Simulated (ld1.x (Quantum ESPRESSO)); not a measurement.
**Ranking TM potentials for ruthenium**

All share these settings but for the change named:

ruthenium (Ru), norm-conserving Troullier–Martins (Kleinman–Bylander form), made with ld1.x (Quantum ESPRESSO) 7.5 (PBE, scalar-relativistic). Core [Kr], reference 4d6 5s0 5p0 (charge +2). Waves: 5s (bound, empty): rc 2.65 bohr; 4d (bound): rc 1.30 bohr; 5p (bound, empty): rc 2.15 bohr. Local part: the p channel. Core correction: Bessel-smoothed model core, default radius (core density twice the valence density).

Cutoff: the first of the cutoffs (Ry, on a coarse ladder) from which the occupation-weighted sum of valence levels, in a spherical-Bessel basis at the reference potential, stays within 10 and 1 mRy of its value at 400 Ry; the density cutoff is not measured.

The base gives 60 Ry.

Of 12 variants that were run, those that failed, showed a ghost or another fault, or gave nearly equal values are left out.

A variant can come out equal or close to the base.

(1) Rank these variants from softest to hardest (loose cutoff).
A. wave 5p (bound): rc 2.15 bohr becomes 5p (bound): rc 2.72 bohr
B. all radii but the core radius scaled by about 1.42 (s 3.76, p 3.04, d 1.84 bohr)
C. core [Ar] 3d10, valence charge 16; reference 4s2 4p6 4d7 5s0 5p0; waves now 4s (bound): rc 1.05 bohr; 4p (bound): rc 1.10 bohr; 4d (bound): rc 1.95 bohr; local potential the d channel

Answers

(1) B (50 Ry), A (60 Ry), C (140 Ry).
